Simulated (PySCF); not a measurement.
HCl₃HfO, charge -1, doublet, at a GFN2-xTB geometry (such geometries of metal compounds can be far from the true shape) (the multiplicity is a formal guess) (core potentials on Hf) (in this run its highest filled SCF level lies above zero, so its values depend strongly on the basis, on diffuse functions most of all); REVPBE/def2-SVP (PySCF).

The PySCF input:
```python
from pyscf import gto, scf, dft

mol = gto.M(
    atom='''
Hf   -0.13728403    0.09893992    0.02964004
Cl    1.93657247    0.72050589   -0.74415034
Cl    0.44231920   -0.22902000    2.22945528
Cl   -0.79789979   -1.35116414   -1.66772843
O    -1.81935876    0.89921023    0.15511059
H    -2.43754201    0.29717480   -0.27376852
''',
    basis='def2-svp',
    ecp={'Hf': 'def2-svp'},
    charge=-1,
    spin=1,
    verbose=4,
)

mf = dft.UKS(mol)
mf.xc = 'revpbe'
mf.grids.atom_grid = (99, 590)
mf.grids.prune = None
mf.kernel()
```

Output, abridged:

```
PySCF version 2.14.0

[INPUT] verbose = 4
[INPUT] num. atoms = 6
[INPUT] num. electrons = 73
[INPUT] charge = -1
[INPUT] spin (= nelec alpha-beta = 2S) = 1
[INPUT] symmetry False subgroup None
[INPUT] Mole.unit = angstrom
[INPUT] Symbol           X                Y                Z      unit          X                Y                Z       unit  Magmom
[INPUT]  1 Hf    -0.137284030000   0.098939920000   0.029640040000 AA   -0.259429217977   0.186969351586   0.056011557921 Bohr   0.0
[INPUT]  2 Cl     1.936572470000   0.720505890000  -0.744150340000 AA    3.659591588672   1.361558803236  -1.406240338102 Bohr   0.0
[INPUT]  3 Cl     0.442319200000  -0.229020000000   2.229455280000 AA    0.835862147637  -0.432785077048   4.213059886166 Bohr   0.0
[INPUT]  4 Cl    -0.797899790000  -1.351164140000  -1.667728430000 AA   -1.507812077948  -2.553330173933  -3.151549982851 Bohr   0.0
[INPUT]  5 O     -1.819358760000   0.899210230000   0.155110590000 AA   -3.438089778728   1.699261063107   0.293116534120 Bohr   0.0
[INPUT]  6 H     -2.437542010000   0.297174800000  -0.273768520000 AA   -4.606286816022   0.561578983122  -0.517347524328 Bohr   0.0

nuclear repulsion = 369.668825785704
number of shells = 45
number of NR pGTOs = 196
number of NR cGTOs = 105
basis = def2-svp
ecp = {'Hf': 'def2-svp'}

******** <class 'pyscf.dft.uks.UKS'> ********
method = UKS
initial guess = minao
damping factor = 0
level_shift factor = 0
DIIS = <class 'pyscf.scf.diis.CDIIS'>
diis_start_cycle = 1
diis_space = 8
diis_damp = 0
SCF conv_tol = 1e-09
SCF conv_tol_grad = None
SCF max_cycles = 50
direct_scf = True
direct_scf_tol = 1e-13
number electrons alpha = 37  beta = 36
XC library pyscf.dft.libxc version 7.1.2
    S. Lehtola, C. Steigemann, M. J. T. Oliveira, and M. A. L. Marques,  SoftwareX 7, 1–5 (2018)
XC functionals = revpbe
    Y. Zhang and W. Yang,  Phys. Rev. Lett. 80, 890 (1998)
    J. P. Perdew, K. Burke, and M. Ernzerhof,  Phys. Rev. Lett. 77, 3865 (1996)
    J. P. Perdew, K. Burke, and M. Ernzerhof,  Phys. Rev. Lett. 78, 1396 (1997)
radial grids:
    Treutler-Ahlrichs [JCP 102, 346 (1995); DOI:10.1063/1.469408] (M4) radial grids

becke partition: Becke, JCP 88, 2547 (1988); DOI:10.1063/1.454033
pruning grids: None
grids dens level: 3
symmetrized grids: False
atomic radii adjust function: <function treutler_atomic_radii_adjust>
User specified grid scheme (99, 590)
small_rho_cutoff = 0
Set gradient conv threshold to 3.16228e-05
tot grids = 350464
init E= -1491.58246655005

cycle= 1 E= -1503.21502993217  delta_E= -11.6  |g|= 1.21  |ddm|= 5.45
cycle= 2 E= -1496.63802241261  delta_E= 6.58  |g|= 2.84  |ddm|=   11
cycle= 3 E= -1503.27799697682  delta_E= -6.64  |g|= 1.15  |ddm|= 10.7
cycle= 4 E= -1504.00439381787  delta_E= -0.726  |g|= 0.158  |ddm|= 2.11
cycle= 5 E= -1504.01681857753  delta_E= -0.0124  |g|= 0.0993  |ddm|= 0.442
cycle= 6 E= -1504.02256302134  delta_E= -0.00574  |g|= 0.0251  |ddm|= 0.194
cycle= 7 E= -1504.02286561804  delta_E= -0.000303  |g|= 0.00822  |ddm|= 0.0435
cycle= 8 E= -1504.02290262946  delta_E= -3.7e-05  |g|= 0.0027  |ddm|= 0.0191
cycle= 9 E= -1504.02290708678  delta_E= -4.46e-06  |g|= 0.000848  |ddm|= 0.00593
cycle= 10 E= -1504.02290753163  delta_E= -4.45e-07  |g|= 0.000207  |ddm|= 0.00162
cycle= 11 E= -1504.0229075545  delta_E= -2.29e-08  |g|= 7.33e-05  |ddm|= 0.000404
cycle= 12 E= -1504.02290755742  delta_E= -2.92e-09  |g|= 3.53e-05  |ddm|= 0.00017
cycle= 13 E= -1504.02290755813  delta_E= -7.07e-10  |g|= 9.63e-06  |ddm|= 6.09e-05
Extra cycle  E= -1504.02290755804  delta_E= 8.73e-11  |g|= 1.53e-05  |ddm|= 4.81e-05
converged SCF energy = -1504.02290755804  <S^2> = 0.75177351  2S+1 = 2.0017727
```
